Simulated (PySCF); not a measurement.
# Simulated absorption spectrum

Compound: C3H10Si.
SMILES: `CC(C)[SiH3]`

Computed with TDDFT PBE0/def2-SVPD, vertical, gas phase, core orbitals frozen in the response (PySCF). Isolated species at its GFN2-xTB geometry, gas phase.

Each state is given a Gaussian of 0.4 eV full width at half maximum, with ε(max) = 2.175×10⁸ f / Δν̃ (Δν̃ the width in cm⁻¹). The width is an assumption, not a result. The curve ends short of the highest state used, and states not computed would add to its high-energy end.

λ (nm), ε (L mol⁻¹ cm⁻¹) and a bar:
```
    151.6      18796 ##############################
    152.9      13363 #####################
    154.2       8158 #############
    155.6       4078 #######
    156.9       1860 ###
    158.2        748 #
    159.5        272 
    160.8        100 
    162.2         51 
    163.5         50 
    164.8         60 
    166.1         69 
    167.4         72 
    168.7         67 
    170.1         55 
    171.4         41 
    172.7         28 
    174.0         17 
    175.3         10 
    176.7          5 
    178.0          2 
    179.3          1 
    180.6          0 
    181.9          0
```

(1) Locate the maxima and give the states behind the curve.

(2) Coming from long wavelengths, where does ε first pass 100 L mol⁻¹ cm⁻¹?

Answers

(1) 167 nm (7.42 eV), ε about 72, made up of S1 (100%) (ε in L mol⁻¹ cm⁻¹; maxima over ε = 5, shares over 10%). At its high-energy end, 8.18 eV, the curve is still rising (ε about 19000, from S4). The states used: S1 7.41 eV (f 0.0011); S2 8.18 eV (f 0.012); S3 8.26 eV (f 0.0024); S4 8.29 eV (f 0.326); S5 8.60 eV (f 0.0090); S6 8.68 eV (f 0.054); S7 8.72 eV (f 0.043); S8 8.78 eV (f 0.0029).

(2) At about 161 nm (7.71 eV), 0.30 eV above S1.

On one thread, x86-64 server, shared host, this took 24 s of wall time.
